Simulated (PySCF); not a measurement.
# Working out the excitation energy of Te

Te [Kr] 4d10 5s2 5p4 (3P) → Te [Kr] 4d10 5s1 5p5 (3P). All numbers are calculated (PySCF 2.14, a scalar-relativistic core potential, in aug-cc-pwCVDZ-PP with ECP28MDF (6s5p4d1f, 48 functions)). Frozen: nothing. Energies in hartree (1 hartree = 27.21139 eV):

```csv
part,Te (lower),Te (upper)
UHF,-266.998935,-266.631999
MP2 opposite-spin,-0.310939,-0.337661
MP2 same-spin,-0.175929,-0.176024
```

Question: What does Hartree-Fock give?

Answer: (-266.631999) − (-266.998935) = 0.366936 hartree = 9.985 eV.

Question: What do MP2 and SCS-MP2 (6/5 opposite-spin, 1/3 same-spin) give?

Answer: The opposite-spin parts differ by -0.727 eV and the same-spin parts by -0.003 eV. MP2: 9.985 + (-0.727) + (-0.003) = 9.255 eV. SCS-MP2: 9.985 + 1.2 × (-0.727) + (-0.003)/3 = 9.112 eV.

The upper state lies above the first ionisation limit, where it may autoionise and the basis confines it.

A double-zeta basis recovers only part of the correlation energy.
